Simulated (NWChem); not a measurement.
All runs are NWChem calculations. System: silene (CH4Si), charge 0, spin multiplicity 1, at a geometry optimised with PBE/def2-SVP. Level: CCSD(T)/def2-TZVP, 6 core orbitals frozen.

Job file:

```
start mol
memory heap 100 mb stack 700 mb global 1900 mb
geometry units angstroms nocenter noautoz
  C      0.000000     0.000000    -1.166452
  Si     0.000000     0.000000     0.555480
  H      0.933728     0.000000    -1.750482
  H     -0.933728     0.000000    -1.750482
  H     -1.260362     0.000000     1.361475
  H      1.260362     0.000000     1.361475
  symmetry group C2v
end
basis spherical
  * library def2-tzvp
end
scf
  rhf
  nopen 0
  maxiter 100
  thresh 1e-7
  semidirect memsize 60000000 filesize 0
end
tce
  freeze core 6
  ccsd(t)
  2eorb
  2emet 13
  thresh 1e-6
  maxiter 100
  tilesize 24
end
task tce energy
```

NWChem printed:

```
             Northwest Computational Chemistry Package (NWChem) 7.3.0
             --------------------------------------------------------

                                NWChem Input Module
                                -------------------

 Scaling coordinates for geometry "geometry" by  1.889725989
 (inverse scale =  0.529177249)

 Turning off AUTOSYM since
 SYMMETRY directive was detected!

                             Geometry "geometry" -> ""
                             -------------------------

 Output coordinates in angstroms (scale by  1.889725989 to convert to a.u.)

  No.       Tag          Charge          X              Y              Z
 ---- ---------------- ---------- -------------- -------------- --------------
    1 C                    6.0000     0.00000000     0.00000000    -1.16645200
    2 Si                  14.0000     0.00000000     0.00000000     0.55548000
    3 H                    1.0000     0.93372800     0.00000000    -1.75048200
    4 H                    1.0000    -0.93372800     0.00000000    -1.75048200
    5 H                    1.0000    -1.26036200     0.00000000     1.36147500
    6 H                    1.0000     1.26036200     0.00000000     1.36147500

 Effective nuclear repulsion energy (a.u.)      50.7978319522

            Nuclear Dipole moment (a.u.)
            ----------------------------
        X                 Y               Z
 ---------------- ---------------- ----------------
     0.0000000000     0.0000000000    -0.0000113384

      Symmetry information
      --------------------

 Group name             C2v
 Group number             16
 Group order               4
 No. of unique centers     4

      Symmetry unique atoms

     1    2    3    5


 Summary of "ao basis" -> "" (spherical)
 ------------------------------------------------------------------------------
       Tag                 Description            Shells   Functions and Types
 ---------------- ------------------------------  ------  ---------------------
 *                         def2-tzvp                  on all atoms

 Summary of "ao basis" -> "ao basis" (spherical)
 ------------------------------------------------------------------------------
       Tag                 Description            Shells   Functions and Types
 ---------------- ------------------------------  ------  ---------------------
 C                         def2-tzvp                11       31   5s3p2d1f
 Si                        def2-tzvp                13       37   5s5p2d1f
 H                         def2-tzvp                 4        6   3s1p

                                 NWChem SCF Module
                                 -----------------

  ao basis        = "ao basis"
  functions       =    92
  atoms           =     6
  closed shells   =    12
  open shells     =     0
  charge          =   0.00
  wavefunction    = RHF
  use symmetry    = T
  symmetry adapt  = T

 Summary of "ao basis" -> "ao basis" (spherical)
 ------------------------------------------------------------------------------
       Tag                 Description            Shells   Functions and Types
 ---------------- ------------------------------  ------  ---------------------
 C                         def2-tzvp                11       31   5s3p2d1f
 Si                        def2-tzvp                13       37   5s5p2d1f
 H                         def2-tzvp                 4        6   3s1p

      Symmetry analysis of basis
      --------------------------

        a1         40
        a2          8
        b1         26
        b2         18

 Forming initial guess at       0.0s

      Superposition of Atomic Density Guess
      -------------------------------------

 Sum of atomic energies:        -328.50597550

      Non-variational initial energy
      ------------------------------

 Total energy =    -329.211199
 1-e energy   =    -553.313490
 2-e energy   =     173.304459
 HOMO         =      -0.267163
 LUMO         =      -0.028147

      Symmetry analysis of molecular orbitals - initial
      -------------------------------------------------

  Numbering of irreducible representations:

     1 a1          2 a2          3 b1          4 b2

  Orbital symmetries:

     1 a1          2 a1          3 a1          4 a1          5 b1
     6 b2          7 a1          8 a1          9 b1         10 a1
    11 b1         12 b2         13 b2         14 a1         15 a1
    16 b1         17 b1         18 a1         19 a1         20 b1
    21 b2         22 a1

 Starting SCF solution at       0.5s

 ----------------------------------------------
         Quadratically convergent ROHF

 Convergence threshold     :          1.000E-07
 Maximum no. of iterations :          100
 Final Fock-matrix accuracy:          1.000E-09
 ----------------------------------------------

              iter       energy          gnorm     gmax       time
             ----- ------------------- --------- --------- --------
                 1     -329.0391446888  6.67D-01  1.82D-01      0.6
                 2     -329.0749793651  2.48D-01  6.01D-02      0.6
                 3     -329.0826546609  1.78D-02  7.54D-03      0.7
                 4     -329.0827319722  2.08D-04  7.02D-05      0.7
                 5     -329.0827319809  3.40D-08  8.50D-09      0.9

       Final RHF  results
       ------------------

         Total SCF energy =   -329.082731980911
      One-electron energy =   -555.141753418360
      Two-electron energy =    175.261189485285
 Nuclear repulsion energy =     50.797831952163

        Time for solution =      0.4s

       Symmetry analysis of molecular orbitals - final
       -----------------------------------------------

  Numbering of irreducible representations:

     1 a1          2 a2          3 b1          4 b2

  Orbital symmetries:

     1 a1          2 a1          3 a1          4 b2          5 b1
     6 a1          7 a1          8 a1          9 b1         10 a1
    11 b1         12 b2         13 b2         14 a1         15 a1
    16 b1         17 b1         18 a1         19 a1         20 b1
    21 b2         22 a1

             Final eigenvalues
             -----------------

              1
    1  -68.7822
    2  -11.2209
    3   -6.1336
    4   -4.2406
    5   -4.2387
    6   -4.2384
    7   -0.9033
    8   -0.6788
    9   -0.5700
   10   -0.4973
   11   -0.4933
   12   -0.3125
   13    0.0696
   14    0.1291
   15    0.1528
   16    0.1941
   17    0.2036
   18    0.2114
   19    0.2648
   20    0.2890
   21    0.3067
   22    0.3357

                       ROHF Final Molecular Orbital Analysis
                       -------------------------------------

 Vector   10  Occ=2.000000D+00  E=-4.972818D-01  Symmetry=a1
              MO Center=  9.3D-15,  1.9D-16, -3.3D-01, r^2= 2.5D+00
   Bfn.  Coefficient  Atom+Function         Bfn.  Coefficient  Atom+Function
  ----- ------------  ---------------      ----- ------------  ---------------
     8      0.289450  1 C  pz                48     -0.280746  2 Si pz
    11      0.239569  1 C  pz

 Vector   11  Occ=2.000000D+00  E=-4.933318D-01  Symmetry=b1
              MO Center= -3.6D-15,  1.4D-17,  8.4D-01, r^2= 2.8D+00
   Bfn.  Coefficient  Atom+Function         Bfn.  Coefficient  Atom+Function
  ----- ------------  ---------------      ----- ------------  ---------------
    46      0.278106  2 Si px                82     -0.219401  5 H  s
    88      0.219401  6 H  s

 Vector   12  Occ=2.000000D+00  E=-3.124964D-01  Symmetry=b2
              MO Center=  2.1D-16, -1.2D-15, -5.5D-01, r^2= 2.2D+00
   Bfn.  Coefficient  Atom+Function         Bfn.  Coefficient  Atom+Function
  ----- ------------  ---------------      ----- ------------  ---------------
    47      0.285936  2 Si py                10      0.280909  1 C  py
     7      0.275528  1 C  py                13      0.236796  1 C  py
    50      0.199600  2 Si py

 Vector   13  Occ=0.000000D+00  E= 6.957230D-02  Symmetry=b2
              MO Center=  2.2D-16,  6.6D-16,  3.6D-01, r^2= 4.4D+00
   Bfn.  Coefficient  Atom+Function         Bfn.  Coefficient  Atom+Function
  ----- ------------  ---------------      ----- ------------  ---------------
    50      0.854031  2 Si py                13     -0.570396  1 C  py
     7     -0.215241  1 C  py                47      0.190258  2 Si py
    10     -0.156842  1 C  py

 Vector   14  Occ=0.000000D+00  E= 1.290679D-01  Symmetry=a1
              MO Center=  1.9D-15, -6.0D-17,  7.3D-01, r^2= 7.7D+00
   Bfn.  Coefficient  Atom+Function         Bfn.  Coefficient  Atom+Function
  ----- ------------  ---------------      ----- ------------  ---------------
     5      4.494864  1 C  s                 36     -2.908246  2 Si s
    51      2.724850  2 Si pz                14      1.118901  1 C  pz
    71     -0.650261  3 H  s                 77     -0.650261  4 H  s
    48      0.443391  2 Si pz                59     -0.355842  2 Si d  0
    83     -0.318613  5 H  s                 89     -0.318613  6 H  s

 Vector   15  Occ=0.000000D+00  E= 1.528335D-01  Symmetry=a1
              MO Center= -4.7D-15,  8.7D-16,  1.1D+00, r^2= 4.9D+00
   Bfn.  Coefficient  Atom+Function         Bfn.  Coefficient  Atom+Function
  ----- ------------  ---------------      ----- ------------  ---------------
    36      3.063405  2 Si s                 83     -1.493987  5 H  s
    89     -1.493987  6 H  s                 14     -0.801765  1 C  pz
    51      0.448078  2 Si pz                71     -0.389251  3 H  s
    77     -0.389251  4 H  s                  4     -0.372491  1 C  s
    34     -0.191866  2 Si s

 center of mass
 --------------
 x =   0.00000000 y =   0.00000000 z =   0.03259593

 moments of inertia (a.u.)
 ------------------
         124.484810468857           0.000000000000           0.000000000000
           0.000000000000         142.194523086411           0.000000000000
           0.000000000000           0.000000000000          17.709712617555

  Mulliken analysis of the total density
  --------------------------------------

    Atom       Charge   Shell Charges
 -----------   ------   -------------------------------------------------------
    1 C    6     6.57   0.85  1.12  0.49  0.67  0.14  1.18  1.41  0.66  0.01  0.02  0.00
    2 Si  14    13.69   2.00  0.58  1.39  0.81  0.41  4.12  1.73  0.53  1.37  0.44  0.12  0.16  0.03
    3 H    1     0.85   0.25  0.48  0.09  0.02
    4 H    1     0.85   0.25  0.48  0.09  0.02
    5 H    1     1.02   0.23  0.55  0.23  0.01
    6 H    1     1.02   0.23  0.55  0.23  0.01

       Multipole analysis of the density wrt the origin
       ------------------------------------------------

     L   x y z        total         open         nuclear
     -   - - -        -----         ----         -------
     0   0 0 0     -0.000000      0.000000     24.000000

     1   1 0 0     -0.000000      0.000000      0.000000
     1   0 1 0      0.000000      0.000000      0.000000
     1   0 0 1      0.440709      0.000000     -0.000011

     2   2 0 0    -15.542003      0.000000     17.572210
     2   1 1 0      0.000000      0.000000      0.000000
     2   1 0 1      0.000000      0.000000      0.000000
     2   0 2 0    -17.444945      0.000000      0.000000
     2   0 1 1     -0.000000      0.000000      0.000000
     2   0 0 2    -15.377218      0.000000     79.702859

                   NWChem Extensible Many-Electron Theory Module
                   ---------------------------------------------


            General Information
            -------------------
      Number of processors :     1
         Wavefunction type : Restricted Hartree-Fock
          No. of electrons :    24
           Alpha electrons :    12
            Beta electrons :    12
           No. of orbitals :   184
            Alpha orbitals :    92
             Beta orbitals :    92
        Alpha frozen cores :     6
         Beta frozen cores :     6
     Alpha frozen virtuals :     0
      Beta frozen virtuals :     0
         Spin multiplicity : singlet
    Number of AO functions :    92
       Number of AO shells :    40
        Use of symmetry is : on
      Symmetry adaption is : on
         Schwarz screening : 0.10D-09

          Correlation Information
          -----------------------
          Calculation type : Coupled-cluster singles & doubles w/ perturbation
   Perturbative correction : (T)
            Max iterations :      100
        Residual threshold : 0.10D-05
     T(0) DIIS level shift : 0.00D+00
     L(0) DIIS level shift : 0.00D+00
     T(1) DIIS level shift : 0.00D+00
     L(1) DIIS level shift : 0.00D+00
     T(R) DIIS level shift : 0.00D+00
     T(I) DIIS level shift : 0.00D+00
   CC-T/L Amplitude update :  5-th order DIIS
                I/O scheme : Global Array Library
        L-threshold :  0.10D-05
        EOM-threshold :  0.10D-05
 no EOMCCSD initial starts read in
 TCE RESTART OPTIONS
 SLICE:      F
 D4D5:       F
 quantumc:   F
 qrotation:  F
 pwtce:      F
 qducc:      F
 nacto:                         0
 nrotv:                         0
 nrot:                          0

            Memory Information
            ------------------
          Available GA space size is     249028336 doubles
          Available MA space size is     104850052 doubles

 Maximum block size supplied by input
 Maximum block size        24 doubles

 tile_dim =     23

 -------------------------------------------------

 Global array virtual files algorithm will be used

 Parallel file system coherency ......... OK

 4-electron integrals stored in orbital form

 v2    file size   =          3435418
 4-index algorithm nr.  13 is used
 imaxsize =       30
 imaxsize ichop =        0


CCSD iterations
 ---------------------------------------------------------
 Iter          Residuum       Correlation     Cpu    Wall
 ---------------------------------------------------------
    1   0.1428092068901  -0.2843230578568     0.2     0.2
    2   0.0415498557780  -0.3058520025316     0.2     0.2
    3   0.0163850557884  -0.3130755926919     0.2     0.2
    4   0.0076267447019  -0.3149263979248     0.2     0.2
    5   0.0039419353757  -0.3157610355783     0.2     0.2
    6   0.0009877210972  -0.3163679677562     0.2     0.2
    7   0.0004860231199  -0.3164132141312     0.2     0.2
    8   0.0002664215741  -0.3164181172836     0.2     0.2
    9   0.0001701883213  -0.3164223324211     0.2     0.2
   10   0.0001051165762  -0.3164258208637     0.2     0.2
   11   0.0000165834735  -0.3164315710937     0.2     0.2
   12   0.0000070708034  -0.3164325201971     0.2     0.2
   13   0.0000036393680  -0.3164328381938     0.2     0.2
   14   0.0000021858775  -0.3164329130874     0.2     0.2
   15   0.0000012807335  -0.3164329348111     0.2     0.2
   16   0.0000003094327  -0.3164329310530     0.2     0.2
 -----------------------------------------------------------------
 Iterations converged
 CCSD correlation energy / hartree =        -0.316432931052996
 CCSD total energy / hartree       =      -329.399164911964249

 Singles contributions

 Doubles contributions
    13b2  (alpha)    13b2  (beta ) ---    12b2  (alpha)    12b2  (beta )       -0.1227297181
 CCSD(T)
 Using plain CCSD(T) code
             total no. of tasks          428
 total no. of tasks / no. procs          428
                         wl_min         1024           3.2
                         wl_max       242811           7.9
        thresh for no. of tasks          428

 CCSD[T]  correction energy / hartree =        -0.014596855523730
 CCSD[T] correlation energy / hartree =        -0.331029786576726
 CCSD[T] total energy / hartree       =      -329.413761767487983
 CCSD(T)  correction energy / hartree =        -0.014133877666656
 CCSD(T) correlation energy / hartree =        -0.330566808719651
 CCSD(T) total energy / hartree       =      -329.413298789630915

 Task  times  cpu:       15.2s     wall:       15.2s

 Total times  cpu:       15.2s     wall:       15.2s
```
